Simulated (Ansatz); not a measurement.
Consider the formal exchange of groups at the Si–N bond: `[SiH3]N([SiH3])[SiH2]Cl` + `B1CN1` → `[SiH3]C1BN1` + `[SiH3]N[SiH2]Cl`.

Isolated molecules relaxed with PBE0-D4/def2-TZVP in Ansatz; ΔE leaves out vibrations. CCSD(T)/CBS is the MP2 limit (def2-TZVPP, def2-QZVPP) plus CCSD(T) − MP2 in def2-TZVPP, frozen cores. This one scheme is used for every species. DFT in def2-TZVPP. B3LYP here is the variant with VWN-RPA as its local correlation; programs differ in this. Each species was taken in one conformer, which may not be the lowest.

```csv
level,ΔE (kJ/mol),difference from CCSD(T)/CBS
BLYP-D4,57.0,-3.5
PBE0-D4,55.9,-4.6
B3LYP-D4,59.8,-0.7
r2SCAN0-D4,59.4,-1.1
BHLYP-D4,65.9,5.4
ωB97M-V,58.9,-1.6
PBE-QIDH,58.9,-1.6
PBE,45.7,-14.8
BLYP,45.5,-15.0
r2SCAN,55.4,-5.1
PBE0,50.6,-9.9
B3LYP,50.3,-10.2
MP2/def2-SVP,60.7,0.2
MP2/def2-TZVPP,63.6,3.1
CCSD/def2-TZVPP,61.1,0.6
HF/def2-QZVPP,61.5,1.0
CCSD(T)/CBS,60.5,0
```

**Question.** What do rigid-rotor, harmonic-oscillator terms from PBE0-D4/def2-TZVP frequencies (298.15 K, 1 bar) make of the CCSD(T)/CBS value? (Estimate.)

**Answer.** The calculation gave: ΔZPE = -2.6 kJ/mol, ΔH = +58.0 kJ/mol, ΔS = 5 J/(mol·K), ΔG = +56.5 kJ/mol. Modes under 50 cm⁻¹ make the entropy rough.

Largest T1 diagnostic among the species: 0.014.

The D4 term adds +9.5 kJ/mol with B3LYP and +5.3 kJ/mol with PBE0; it sums over pairs of atoms, weighted by their polarisabilities, and B3LYP, whose exchange is more repulsive, gets the larger term. From BLYP to BHLYP (50 % exact exchange), in def2-TZVPP and without D4, ΔE moves by +11.0 kJ/mol. Leaving LDA and LC-ωPBE aside and taking each functional with its dispersion term where it has one, the values, not all of them listed here, spread over 14.3 kJ/mol, from PBE-D4 to BHLYP-D4. LDA lies +5.0 kJ/mol from PBE without D4.

CCSD(T)/CBS has its own doubt, a few kJ/mol and more with outer-core shells, so smaller differences from it don't rank the levels.
